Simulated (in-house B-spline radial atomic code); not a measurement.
Spin-orbit splittings of orbital energies (j = l + 1/2 less j = l - 1/2) and ratios of mean radii (lower j over upper j) along the 11-electron series, configuration [Ne] 3s1. Computed with an all-electron radial atomic-structure program (B-spline basis): Dirac-Hartree-Fock, average of the configuration, finite nuclei.

```json
{"ion": "Te41+", "Z": "52", "splitting of 2p (eV)": "286.56", "radius ratio of 2p": "0.94985"}
{"ion": "I42+", "Z": "53", "splitting of 2p (eV)": "311.82", "radius ratio of 2p": "0.9478"}
{"ion": "Xe43+", "Z": "54", "splitting of 2p (eV)": "?", "radius ratio of 2p": "?"}
{"ion": "Cs44+", "Z": "55", "splitting of 2p (eV)": "?", "radius ratio of 2p": "?"}
{"ion": "Ba45+", "Z": "56", "splitting of 2p (eV)": "398.25", "radius ratio of 2p": "0.94133"}
{"ion": "La46+", "Z": "57", "splitting of 2p (eV)": "430.92", "radius ratio of 2p": "0.93908"}
{"ion": "Ce47+", "Z": "58", "splitting of 2p (eV)": "465.66", "radius ratio of 2p": "0.93677"}
```

Question: Fill in the row of Xe43+.

Answer: splitting of 2p (eV): 338.8; radius ratio of 2p: 0.94569.

Question: Fill in the row of Cs44+.

Answer: splitting of 2p (eV): 367.58; radius ratio of 2p: 0.94354.

Question: With what power of Z does the column «splitting of 2p (eV)» change over this range?

Answer: A fit of the logarithm of its size against log Z from Z = 52 to 58 has slope 4.45. An unscreened hydrogenic electron would give 4 at low Z; screening makes the apparent power larger near the neutral end, and relativity raises it again at high Z.
